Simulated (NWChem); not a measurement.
## Lowest excitation of H$_{3}$HfI

```xyz
5

Hf     0.1994    -1.0844     0.0000
I     -0.2889     1.5707     0.0000
H     -0.5278    -1.8783     1.4875
H     -0.5278    -1.8783    -1.4875
H      2.0062    -1.4123     0.0000
```
Charge 0, spin multiplicity 1.

The numbers come from NWChem runs, not from measurements. All single points use one geometry, from PBE0/def2-SVP with def2 effective core potentials on I, Hf, a minimum by its harmonic frequencies.

Basis set: def2-SVP.

```csv
method,lowest vertical singlet excitation energy (eV),relative cost,difference from EOM-CCSD
TD-B3LYP,4.22,under 3,-0.37
CIS,5.34,under 3,+0.74
EOM-CCSD,4.59,8,0.00
TD-CAM-B3LYP,4.40,3,-0.19
TD-PBE,3.87,1,-0.72
```

The values span 1.47 eV, from TD-PBE (lowest) to CIS (highest). Relative cost: rough, from shared machines, SCF included, TD-PBE = 1.

Effective core potentials replace the inner electrons of I, Hf; spin-orbit coupling is left out. The correlated methods keep 4 core orbitals frozen. B3LYP has NWChem's definition, with VWN1-RPA local correlation. GW and range-separated runs recompute their integrals, the others keep them in memory, which bears on the times. The structure started from a generated list of species. No row is a measurement; the coupled-cluster row has its own basis-set and correlation limits.
